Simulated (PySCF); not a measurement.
## Dipole moment and polarisability of `[SiH3]C[SiH2]C1CC1`

C₄H₁₂Si₂.
Structure used (PBE0-D3(BJ)/def2-SVP), in Å, numbered top down from 1:
```xyz
18
C4H12Si2 angstrom
Si    -3.3137   -0.1419    0.4299
C     -1.6982    0.1972   -0.4697
Si    -0.1502   -0.4946    0.3488
C      1.3962   -0.0352   -0.5903
C      2.0419    1.3124   -0.3662
C      2.7217    0.0774    0.1238
H     -3.5495   -1.6145    0.5450
H     -3.2748    0.4346    1.8097
H     -4.4731    0.4631   -0.2974
H     -1.7723   -0.2167   -1.4906
H     -1.5753    1.2891   -0.5774
H     -0.0206    0.0689    1.7325
H     -0.2770   -1.9829    0.4635
H      1.4515   -0.4132   -1.6182
H      1.5981    1.9855    0.3748
H      2.4630    1.8271   -1.2342
H      2.7479   -0.1040    1.2031
H      3.6149   -0.2674   -0.4041
```

Level: B3LYP/def2-SVPD (PySCF), static field, nuclei fixed, core orbitals frozen in the response. The polarisability tensor in these axes (au):

```
x   127.05   3.92  -2.21
y     3.92  92.68  -2.49
z    -2.21  -2.49  89.60
```

What are the eigenvalues, a third of the trace, and Δα (Δα² = ½Σ(αi − αj)² over the three pairs)?

Principal values 88.22, 93.47 and 127.65 au; mean 103.11 au = 15.28 Å³ = 17.00 × 10⁻⁴⁰ C²·m²/J; Δα = 37.08 au (36 % of the mean).

What is the dipole moment, and where does it point?

(0.91, 0.57, -1.10) D, 1.54 D in size, pointing from the negative to the positive side. Measured along this direction, the outermost atoms are H7 and H8 at the negative end and H16 at the positive end.

Find the Langevin capture rate constant for H3+ (3.023 u) meeting this molecule (116.048 u), k = 2.342 × 10⁻⁹ cm³/s × √(α in Å³ / reduced mass in u).

The reduced mass is 2.95 u, so k = 5.33 × 10⁻⁹ cm³/s. The formula leaves out the permanent dipole, which adds to the capture rate.

What molar refraction does this α imply?

Lorentz–Lorenz: R = (4π/3)N_A α = 2.5225 cm³/(mol·Å³) × 15.28 Å³ = 38.5 cm³/mol, in the limit of long wavelengths.

Rayleigh depolarisation ratio (linearly polarised light, static tensor)?

ρ = 3Δα²/(45ᾱ² + 4Δα²) = 4125.8/(478427 + 5501.1) = 0.00853.

Give the principal axes and the span of the nuclei along them.

Largest value along (0.99, 0.12, -0.07), where the nuclei span 7.94 Å; middle along (-0.13, 0.87, -0.48), 3.75 Å; least along (0.00, 0.49, 0.87), 3.40 Å. The response follows the extents in order.

Isolated species at its PBE0-D3(BJ)/def2-SVP geometry (one conformer only).
